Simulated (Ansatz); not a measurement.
`C[AsH][SiH3]` + H₂O → `O[AsH][SiH3]` + CH₄ at 600 K and 1 bar (formal hydrolysis of the As–C bond).

Calculated with Ansatz (gas phase, PBE0-D4/def2-TZVP geometries, no zero-point term in ΔE). CCSD(T)/CBS adds triple-zeta CCSD(T) − MP2 to the extrapolated MP2 energy (def2 sets, frozen cores). This one scheme is used for every species. For As outer-core shells are correlated without core-valence functions, which leaves a few kJ/mol of doubt a bond. Scalar relativity is left out up to krypton. Each species was taken in one conformer, which may not be the lowest.

```tsv
species	CCSD(T)/CBS energy (Eh)	H − E (kJ/mol)	S (J/(mol·K))
`C[AsH][SiH3]`	-2566.34647	240.3	417.1
H₂O	-76.37941	76.8	212.8
`O[AsH][SiH3]`	-2602.26090	174.6	403.3
CH₄	-40.46206	140.4	215.7
```

H − E and S are ideal-gas, rigid-rotor, harmonic terms from PBE0-D4/def2-TZVP, for one conformer and one mirror image of each species. 1 Eh = 2625.50 kJ/mol, R = 8.31446 J/(mol·K).

Problem. By hand: ΔE, ΔH, ΔS and ΔG.

Solution. ΔE = (-2602.26090) + (-40.46206) − (-2566.34647) − (-76.37941) = 0.00292 Eh = 7.7 kJ/mol. Δ(H − E) = 174.6 + 140.4 − 240.3 − 76.8 = -2.1, so ΔH = 5.6 kJ/mol. ΔS = 403.3 + 215.7 − 417.1 − 212.8 = -10.9 J/(mol·K). ΔG = 5.6 − 600 × (-10.9)/1000 = 12.1 kJ/mol.

Problem. By hand: the equilibrium constant, and the temperature at which ΔG would vanish if ΔH and ΔS stayed fixed.

Solution. log₁₀ K = −ΔG/(RT ln 10) = -1.1. ΔH and −TΔS have one sign here, so there is no such temperature.

TΔS isn't small against ΔH here. A doubt of 5 kJ/mol in ΔE shifts log₁₀ K by 0.4 here. Other conformers and mirror images would add mixing entropy, several J/(mol·K) or more a flexible species. These are equilibria of isolated gas molecules and say nothing of rates. Largest T1 diagnostic: 0.012 (customary marks: 0.02 for closed shells, 0.045 for open ones).

ΔS is within the doubt of such terms, so its sign, and with it that verdict, could turn.
